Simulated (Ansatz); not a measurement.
Correlation energies of `CC(C)[NH][Hf]([F])([Cl])[Cl]` by basis set

| atom | x (Å) | y (Å) | z (Å) |
| --- | --- | --- | --- |
| C1 | -1.068 | -1.608 | 0.590 |
| C2 | -0.203 | -0.809 | -0.372 |
| C3 | 1.251 | -0.799 | 0.067 |
| N4 | -0.685 | 0.561 | -0.502 |
| Hf5 | 0.202 | 2.318 | -0.149 |
| F6 | 1.103 | 2.242 | 1.523 |
| Cl7 | 1.797 | 2.724 | -1.834 |
| Cl8 | -1.515 | 3.917 | -0.178 |
| H9 | -0.731 | -2.646 | 0.645 |
| H10 | -1.020 | -1.175 | 1.592 |
| H11 | -2.113 | -1.610 | 0.270 |
| H12 | -0.253 | -1.287 | -1.361 |
| H13 | 1.877 | -0.247 | -0.642 |
| H14 | 1.644 | -1.815 | 0.124 |
| H15 | 1.357 | -0.349 | 1.059 |
| H16 | -1.644 | 0.582 | -0.833 |

Charge 0, multiplicity 1. Correlated methods include outer-core shells of Hf, which these sets cover unevenly. Hf: def2 effective core potential. Geometry: relaxed with PBE0-D4/def2-TZVP. It is one conformer, not always the lowest. Frozen core, restricted reference, the Gaussian-basis code of Ansatz.

```csv
basis,HF (Eh),MP2 corr.,CCSD corr.,(T),CCSD(T) total
def2-SVP,-1238.43125,-1.27767,-1.34175,-0.03938,-1239.81238
def2-TZVPP,-1239.08124,-1.68696,-1.74431,-0.07240,-1240.89795
def2-QZVPP,-1239.11983,-1.84649,–,–,–
```
